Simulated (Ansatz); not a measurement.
Reaction (substitution at a C–B bond): `CB(C)N[SiH3]` + `[OH][Ga]([OH])[Br]` → `C[O][Ga]([OH])[Br]` + `CBN[SiH3]`

Isolated molecules relaxed with PBE0-D4/def2-TZVP in Ansatz; ΔE leaves out vibrations. CCSD(T)/CBS adds triple-zeta CCSD(T) − MP2 to the extrapolated MP2 energy (def2 sets, frozen cores). Functionals use def2-TZVPP. B3LYP here is the variant with VWN-RPA as its local correlation; programs differ in this. For Br, Ga outer-core shells are correlated without core-valence functions, which leaves a few kJ/mol of doubt a bond. Scalar relativity is left out up to krypton. Each species was taken in one conformer, which may not be the lowest.

| level | ΔE (kJ/mol) | difference from CCSD(T)/CBS |
| --- | --- | --- |
| B3LYP-D4 | 97.1 | -7.8 |
| PBE-QIDH | 106.5 | 1.6 |
| PBE | 101.3 | -3.6 |
| r2SCAN | 104.8 | -0.1 |
| CAM-B3LYP | 97.1 | -7.8 |
| LC-ωPBE | 104.5 | -0.4 |
| HF/def2-TZVPP | 90.3 | -14.6 |
| MP2/def2-TZVPP | 108.3 | 3.4 |
| MP2/CBS(def2) | 110.9 | 6.0 |
| CCSD/CBS(def2) | 104.4 | -0.5 |
| CCSD(T)/CBS | 104.9 | 0 |

Largest T1 diagnostic among the species: 0.012.

At CCSD(T), def2-SVP lies −14.6 kJ/mol from the extrapolated value and def2-TZVPP −2.6 kJ/mol. From BLYP to BHLYP (50 % exact exchange), in def2-TZVPP and without D4, ΔE moves by +4.2 kJ/mol.
